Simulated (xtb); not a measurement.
Be(Cl)(SMe) (CH3BeClS), SMILES C[S][Be][Cl]. All values are semi-empirical tight-binding results from xtb (GFN2-xTB unless named), good for trends rather than for accurate numbers. The structure is a stationary point at GFN2-xTB. One conformer was computed; it need not be the lowest.

For metal compounds this method's bond lengths and energies can be far off.

Computed properties:
| Item | Value |
|---|---|
| point group as xtb finds it | Cs |
| orbital gap | 3.85 eV |
| zero-point energy | 25.6 kcal/mol |
| G − E(el) at 298.15 K (modified RRHO) | 6.2 kcal/mol |
